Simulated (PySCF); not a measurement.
A structure optimised at ωB97X-D3(BJ)/def2-SVP, used in a PySCF frequency run:

```xyz
13

Si     0.2759     0.2999    -0.3620
C      2.0055    -0.3280    -0.5711
O      0.2955     1.5160     0.7804
O     -0.6507    -0.9906     0.1334
C     -2.0266    -0.8990     0.4028
H     -0.3276     0.8481    -1.6181
H      2.0299    -1.1775    -1.2710
H      2.6693     0.4632    -0.9525
H      2.3972    -0.6699     0.3999
H     -0.4258     2.1513     0.7670
H     -2.2310    -0.2278     1.2580
H     -2.4105    -1.8995     0.6565
H     -2.5947    -0.5270    -0.4719
```
Charge 0, spin multiplicity 1.

Write its SMILES and formula.

CO[SiH](C)O, C2H8O2Si

What are its rotational constants (standard atomic weights)?

5.9700, 2.8662, 2.1471 GHz
